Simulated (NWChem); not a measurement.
System: C₃H₄Se; SMILES C#CC[SeH]

Here is an NWChem input.

```
start job
memory heap 200 mb stack 900 mb global 1100 mb
geometry units angstroms noautosym nocenter noautoz
  C      0.586417     2.787740     0.000179
  C     -0.123351     1.806719     0.000189
  C     -0.955766     0.622887     0.000259
  Se     0.175172    -0.997071     0.000587
  H      1.210102     3.662512     0.000303
  H     -1.596043     0.601540    -0.893739
  H     -1.595866     0.601709     0.894397
  H     -0.972234    -1.920203     0.007160
end
basis spherical
  C library pcsseg-1
  Se library pcsseg-1
  H library pcsseg-1
end
dft
  xc bhlyp
  iterations 150
end
property
  shielding 7 1 2 3 4 5 6 8
end
task dft property
```

Parts of the log:

```
             Northwest Computational Chemistry Package (NWChem) 7.3.0
             --------------------------------------------------------

                             Geometry "geometry" -> ""
                             -------------------------

 Output coordinates in angstroms (scale by  1.889725989 to convert to a.u.)

  No.       Tag          Charge          X              Y              Z
 ---- ---------------- ---------- -------------- -------------- --------------
    1 C                    6.0000     0.58641700     2.78774000     0.00017900
    2 C                    6.0000    -0.12335100     1.80671900     0.00018900
    3 C                    6.0000    -0.95576600     0.62288700     0.00025900
    4 Se                  34.0000     0.17517200    -0.99707100     0.00058700
    5 H                    1.0000     1.21010200     3.66251200     0.00030300
    6 H                    1.0000    -1.59604300     0.60154000    -0.89373900
    7 H                    1.0000    -1.59586600     0.60170900     0.89439700
    8 H                    1.0000    -0.97223400    -1.92020300     0.00716000

 Effective nuclear repulsion energy (a.u.)     207.1575699013

                              NWChem Property Module
                              ----------------------

  itol2e modified to match energy
  convergence criterion.

                                 NWChem DFT Module
                                 -----------------

 Summary of "ao basis" -> "ao basis" (spherical)
 ------------------------------------------------------------------------------
       Tag                 Description            Shells   Functions and Types
 ---------------- ------------------------------  ------  ---------------------
 C                          pcsseg-1                 7       17   3s3p1d
 Se                         pcsseg-1                15       41   5s7p3d
 H                          pcsseg-1                 3        5   2s1p

  itol2e modified to match energy
  convergence criterion.

[...]

          -----------------------------------------
          Chemical Shielding Tensors (GIAO, in ppm)
          -----------------------------------------

                                NWChem CPHF Module
                                ------------------

  scftype          =     RHF
  nclosed          =       28
  nopen            =        0
  variables        =     2352
  # of vectors     =        3
  tolerance        = 0.10D-03
  level shift      = 0.00D+00
  max iterations   =       50
  max subspace     =       30

 SCF residual:    7.4953015727252615E-005

Iterative solution of linear equations
  No. of variables     2352
  No. of equations        3
  Maximum subspace       30
        Iterations       50
       Convergence  1.0D-04

   iter   nsub   residual    time
   ----  ------  --------  ---------
     1      3    6.90D-01      42.3
     2      6    1.40D-01      46.7
     3      9    1.28D-02      51.1
     4     12    1.85D-03      55.6
     5     15    3.55D-04      60.7
     6     18    2.45D-05      65.6

      Atom:    1  C
        Diamagnetic
    258.6922     16.4655      0.0016
     16.4655    270.8321      0.0026
      0.0016      0.0026    246.1292

        Paramagnetic
   -159.4849     81.0879     -0.0067
     81.0879    -88.9883      0.0284
     -0.0067      0.0284   -212.7785

        Total Shielding Tensor
     99.2073     97.5534     -0.0050
     97.5534    181.8438      0.0310
     -0.0050      0.0310     33.3507

           isotropic =     104.8006
          anisotropy =     212.5015

          Principal Components and Axis System
                 1           2           3
              246.4683     34.5831     33.3503

      1         0.5523      0.8335      0.0144
      2         0.8337     -0.5522     -0.0096
      3         0.0001     -0.0173      0.9999

      Atom:    2  C
        Diamagnetic
    260.0165     16.2119      0.0018
     16.2119    279.2048      0.0006
      0.0018      0.0006    248.5669

        Paramagnetic
   -154.3581    123.7875      0.0133
    123.7875    -76.8266     -0.0247
      0.0133     -0.0247   -249.8740

        Total Shielding Tensor
    105.6583    139.9994      0.0151
    139.9994    202.3782     -0.0240
      0.0151     -0.0240     -1.3071

           isotropic =     102.2431
          anisotropy =     299.8375

          Principal Components and Axis System
                 1           2           3
              302.1348      5.9018     -1.3072

      1         0.5803      0.8144     -0.0029
      2         0.8144     -0.5803      0.0021
      3        -0.0000      0.0036      1.0000

      Atom:    3  C
        Diamagnetic
    240.2817     -2.1579      0.0002
     -2.1579    262.4982     -0.0030
      0.0002     -0.0030    235.3321

        Paramagnetic
    -56.3958      4.3226     -0.0155
      4.3226    -82.3669     -0.0026
     -0.0155     -0.0026    -79.7573

        Total Shielding Tensor
    183.8860      2.1648     -0.0153
      2.1648    180.1313     -0.0056
     -0.0153     -0.0056    155.5749

           isotropic =     173.1974
          anisotropy =      17.5150

          Principal Components and Axis System
                 1           2           3
              184.8741    179.1432    155.5749

      1         0.9097     -0.4152      0.0005
      2         0.4152      0.9097      0.0002
      3        -0.0006      0.0001      1.0000

      Atom:    4  Se
        Diamagnetic
   2997.0712     -3.2636     -0.0236
     -3.2636   3004.8909     -0.0262
     -0.0236     -0.0262   2988.9594

[...]
```

Level: BHandHLYP/pcSseg-1, GIAO. Structure relaxed at the PBE0/def2-SVP level. The output numbers the shielded atoms by their place in the input's list. The printed shielding anisotropy is the first printed principal value minus the mean of the other two.
